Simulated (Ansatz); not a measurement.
SiBrH3 (SiH3Br) was relaxed with PBE-D4 (def2-TZVP) in Ansatz in these states: charge +1 doublet, neutral singlet. The geometries follow in no particular order.

A:

```
atom   x (Å)   y (Å)   z (Å)
 Si1  -0.242  -0.090  -0.141
 Br2   1.213   0.215   1.568
  H3   0.782   0.694  -0.997
  H4  -1.473   0.705   0.093
  H5  -0.281  -1.524  -0.523
```

B:

```xyz
5

Si    0.051    0.147    0.054
Br   -0.635   -1.849   -0.680
H    -0.840    0.568    1.174
H    -0.034    1.118   -1.075
H     1.459    0.016    0.527
```

Problem. Judge from the bond lengths which geometry belongs to which state (an estimate).

Solution. A is the charge +1 doublet (Si1–H3 1.548 Å, Si1–Br2 2.266 Å, Si1–H4 1.484 Å); B is the neutral singlet (Si1–H3 1.491 Å, Si1–Br2 2.235 Å, Si1–H4 1.491 Å).
